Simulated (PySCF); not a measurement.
Species: AsH3.
Z-matrix (Å and degrees, PBE0-D3(BJ)/def2-SVP geometry), rows numbered from 1:
```
As
H   1  1.5250
H   1  1.5251  2   92.00
H   1  1.5251  2   92.01  3   -92.08
```

Computed, not measured: PySCF, PBE0-D3(BJ)/def2-SVP geometry optimisation, gas phase.

Masses are those of the commonest isotopes; rigid-rotor values at the optimised geometry. 

Problem. What are A, B and C (GHz)?

Solution. Ia = 4.52, Ib = 4.52, Ic = 4.85 u·Å²; 505379 MHz·u·Å²/I gives 111783, 111766 and 104156 MHz, that is A = 111.78, B = 111.77, C = 104.16 GHz.

Problem. Classify the top.

Solution. An oblate symmetric top, as the point group C3v requires two equal moments; the computed ones differ by 0.02 % because the geometry is symmetric only within the optimiser's tolerance; Ray's κ = 0.996.

Problem. Is it planar, by Δ = Ic − Ia − Ib?

Solution. Not planar: Δ = Ic − Ia − Ib = -4.19 u·Å². For a rigid frame Δ = −2 Σ m c², so Σ m c² = 2.10 u·Å² lies off the ab plane: 2.01 from hydrogen and 0.08 from heavier atoms. The atom farthest from that plane is 0.82 Å away.

Problem. Where do the R-branch lines fall?

Solution. The dipole of 0.50 D lies along the symmetry axis, so ΔK = 0 and J+1 ← J falls at 2B(J+1) for every K: 223.55 GHz, 447.10 GHz, 670.65 GHz, 894.19 GHz, 1117.74 GHz for J = 0 to 4.

Problem. Estimate the classical rotational partition function at 298.15 K and 500 K.

Solution. Point group C3v, symmetry number σ = 3; q = (√π/σ)·√((kT/h)³/(ABC)), k/h = 20836.6 MHz/K: 254 at 298.15 K, 551 at 500 K.

Stationary, but not proved a minimum. Zero-point vibration and centrifugal distortion are left out.

The run took about 2.3 s of CPU time (one thread, shared machine). These figures are those of the optimisation.
